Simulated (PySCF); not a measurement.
Input for PySCF: R-B3LYP/6-31G* on SiH4 (SMILES [SiH4]) with ghost functions.

```python
from pyscf import gto, scf, dft, mp
from pyscf.data.elements import chemcore

mol = gto.M(
    atom='''
    Si    0.03021972   -0.04359007   -0.28747626
    H    -0.70531116    1.12782493    0.23898639
    H    -0.11048240   -0.07116418   -1.76353628
    H    -0.54497672   -1.28611747    0.27249975
    H     1.46224075    0.05875849    0.06319781
    ghost-S    0.19928118    0.05998854    3.47284555
    ghost-H   -0.32056861    1.29037933    3.33843434
    ghost-H   -1.00446254   -0.52493055    3.36797086
    ''',
    basis='6-31g*',
    cart=True,
    charge=0, spin=0, verbose=3, max_memory=1800)
mf = dft.RKS(mol, xc='b3lyp')
mf.conv_tol = 1e-8
mf.max_cycle = 100
mf.kernel()
if not mf.converged:
    mf = mf.newton().run(mf.mo_coeff, mf.mo_occ)
```

Problem. Give the final energy of this run.

Solution. -291.8837 hartree.
